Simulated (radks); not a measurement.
Neutral arsenic inside a hard spherical wall (all orbitals vanish at R), configuration held at [Ar] 3d10 4s2 4p3 and not refilled when levels cross. Calculated with a radial shooting solver on a logarithmic mesh with Libxc functionals: scalar-relativistic Kohn-Sham, r2SCAN, spin-polarised, spherical densities, finite nucleus; open shells are filled with parallel spins first; meta-GGA in the generalised Kohn-Sham scheme; Fermi nuclear charge, rms radius 4.0968 fm. Eigenvalues in eV for spin up, with the zero of energy where the potential of the charges vanishes at infinity; a dash marks a level that is unbound or too diffuse for the functional's potential to be trusted. A positive occupied level is held by the wall or, in an anion where self-interaction has pushed it up, behind a barrier. The pressure on the wall is -dE/dV.

R (bohr)  E (hartree)  kinetic (hartree)    e(3p)    e(3d)    e(4s)   e(4p)  e(5s, empty)  e(5p, empty)  pressure (GPa)
free      -2261.24757           2304.844  -136.91  -41.259  -16.028  -6.310             -             -               0
20        -2261.24757           2304.844  -136.91  -41.259  -16.028  -6.310             -             -        < 0.0001
12        -2261.24756           2304.844  -136.91  -41.258  -16.027  -6.310         0.324         1.699        0.000104
7         -2261.24306           2304.883  -136.65  -40.997  -15.838  -6.108         3.135         7.117           0.298
5         -2261.17477           2305.287  -134.75  -39.135  -14.548  -4.526        11.688        18.862            9.69
3         -2259.77031           2310.673  -121.84  -26.593   -2.655  10.892        69.830        84.661             637
2.5       -2257.75111           2317.248  -112.14  -17.166   10.627  27.210        123.32        141.49            2390
2         -2251.96590           2335.000  -93.464    1.576   44.788  66.808        239.60        261.04           11600
1.5       -2230.96458           2395.907  -48.782   49.425   155.93  186.23        544.29        563.16           84200
